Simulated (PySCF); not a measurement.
**Electron correlation in F⁺ (fluorine, charge +1)**

[He] 2s2 2p4, high-spin 3P determinant. All numbers are calculated (PySCF 2.14, the non-relativistic Hamiltonian (point nucleus), in def2-SVP (3s2p1d, 14 functions)). Frozen: 1s2; 6 electrons correlated.

MP2 pair energies summed by pair of shells (mhartree):

```tsv
pair	energy	share (%)
2p-2p	-45.51	48.0
2s-2p	-42.32	44.7
2s-2s	-6.90	7.3
```

Total MP2 correlation energy: -94.73 mhartree.

Same-spin part -23.40 and opposite-spin part -71.33 mhartree; SCS-MP2 scales them by 1/3 and 6/5 to -93.40 mhartree.

```csv
level,correlation energy (mhartree)
CCSD,-109.06
(T),-0.82
CCSD(T),-109.88
```

Diagnostics: T1 = 0.0041, D1 = 0.0069, largest double amplitude 0.042.

Cost of the coupled-cluster step: 0.07 s of wall time on 1 thread of Neoverse-V2 (shared host), for 6 correlated electrons.

Iterations:

```
CC2 = 0
CCSD nocc = (np.int64(4), np.int64(2)), nmo = (13, 13)
frozen orbitals [[0], [0]]
max_cycle = 100
direct = 0
conv_tol = 1e-08
conv_tol_normt = 1e-06
diis_space = 8
diis_start_cycle = 0
Init t2, MP2 energy = -0.094732555385504
Init E_corr(UCCSD) = -0.0947325554130417
cycle = 1  E_corr(UCCSD) = -0.106138866436775  dE = -0.011406311  norm(t1,t2) = 0.0220526
cycle = 2  E_corr(UCCSD) = -0.108274478540003  dE = -0.0021356121  norm(t1,t2) = 0.00624449
cycle = 3  E_corr(UCCSD) = -0.109083689714855  dE = -0.000809211175  norm(t1,t2) = 0.00255164
cycle = 4  E_corr(UCCSD) = -0.109060505818985  dE = 2.31838959e-05  norm(t1,t2) = 0.000623908
cycle = 5  E_corr(UCCSD) = -0.109064442944128  dE = -3.93712514e-06  norm(t1,t2) = 9.18983e-05
cycle = 6  E_corr(UCCSD) = -0.109064151399433  dE = 2.91544695e-07  norm(t1,t2) = 1.41877e-05
cycle = 7  E_corr(UCCSD) = -0.109064313713334  dE = -1.62313901e-07  norm(t1,t2) = 1.89234e-06
cycle = 8  E_corr(UCCSD) = -0.109064286543398  dE = 2.71699367e-08  norm(t1,t2) = 2.99602e-07
cycle = 9  E_corr(UCCSD) = -0.109064286213017  dE = 3.30380917e-10  norm(t1,t2) = 4.22794e-08
UCCSD converged
E(UCCSD) = -98.81351331054138  E_corr = -0.1090642862130166
UCCSD(T) correction = -0.000823299289865612
```
